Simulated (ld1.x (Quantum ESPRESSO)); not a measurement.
aluminium (Al): TM pseudisation with PBE, non-relativistic reference atom.

Al, norm-conserving Troullier–Martins (Kleinman–Bylander form), made with ld1.x (Quantum ESPRESSO) 7.5 (PBE, non-relativistic). Core [Ne], reference 3s1 3p0 (charge +2). Waves: 3p (bound, empty): rc 2.25 bohr; 3d channel at 0.3 Ry: rc 1.95 bohr; 3s (bound): rc 2.05 bohr. Local part: the s channel. Core correction: none.

All-electron outer shells of the reference configuration (PBE, non-relativistic, ld1.x):

```csv
shell,level (eV),outermost node (bohr),outermost maximum (bohr)
3s,-23.71,0.79,1.91
3p,-17.21,0.80,2.19
```

**Question.** Estimate the cutoffs (Ry, on a coarse ladder) from which the occupation-weighted sum of valence levels, in a spherical-Bessel basis at the reference potential, stays within 10 and 1 mRy of its value at 400 Ry.

**Answer.** 10 Ry and 30 Ry.

**Question.** Does the potential have ghost states?

**Answer.** No extra level below or beside the all-electron valence levels (p, d, s, f tested).

**Question.** Tests: 3s2 3p1; 3s2 3p0; 3s2 3p0.5; 3s1 3p1; 3s1 3p2; 3s2 3p1.3; 3s0 3p3. Which has the largest error in its energy relative to the reference configuration, and how large is it?

**Answer.** 3s2 3p0.5, with +49 meV (all-electron minus pseudo) on -22.87 eV.
